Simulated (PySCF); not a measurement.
Si(Me)2(OSiH3)2, C2H12O2Si3, SMILES C[Si](C)(O[SiH3])O[SiH3], GFN2-xTB optimised geometry.

```
19

C     -0.33    -3.40    -2.44
Si    -0.24    -1.51    -2.50
C      0.25    -0.79    -4.18
O     -1.71    -0.93    -2.10
Si    -2.67    -0.03    -1.16
O      0.84    -1.01    -1.40
Si     1.21    -0.28     0.00
H     -0.61    -3.75    -1.45
H      0.63    -3.85    -2.69
H     -1.06    -3.79    -3.15
H     -0.45    -1.08    -4.95
H      0.29     0.29    -4.15
H      1.24    -1.14    -4.48
H     -2.49    -0.44     0.24
H     -2.32     1.38    -1.34
H     -4.00    -0.34    -1.66
H      0.65     1.07     0.00
H      0.65    -1.07     1.10
H      2.67    -0.28     0.00
```

Density from PBE0/def2-SVP (PySCF) at that geometry.

Minimum of the electron density along straight lines between bonded atoms, close to the bond critical point (lines longer than 1.1 times the sum of covalent radii, or with two minima, are not listed):

```csv
bond,length / Å,ρ at the minimum / e bohr⁻³,∇²ρ there / e bohr⁻⁵,position (fraction from the first atom)
C1–Si2,1.894,0.115,0.31,0.62
Si2–C3,1.894,0.115,0.31,0.38
Si2–O4,1.628,0.125,1.06,0.41
O4–Si5,1.618,0.127,1.10,0.59
Si2–O6,1.628,0.125,1.06,0.41
O6–Si7,1.618,0.127,1.10,0.59
C1–H8,1.086,0.271,-0.97,0.62
C1–H9,1.085,0.272,-0.97,0.62
C1–H10,1.085,0.272,-0.97,0.62
C3–H11,1.085,0.272,-0.97,0.62
C3–H12,1.086,0.271,-0.97,0.62
C3–H13,1.085,0.272,-0.97,0.62
Si5–H14,1.464,0.119,0.32,0.49
Si5–H15,1.464,0.119,0.32,0.49
Si5–H16,1.461,0.120,0.33,0.49
Si7–H17,1.464,0.119,0.32,0.49
Si7–H18,1.464,0.119,0.32,0.49
Si7–H19,1.461,0.120,0.33,0.49
```
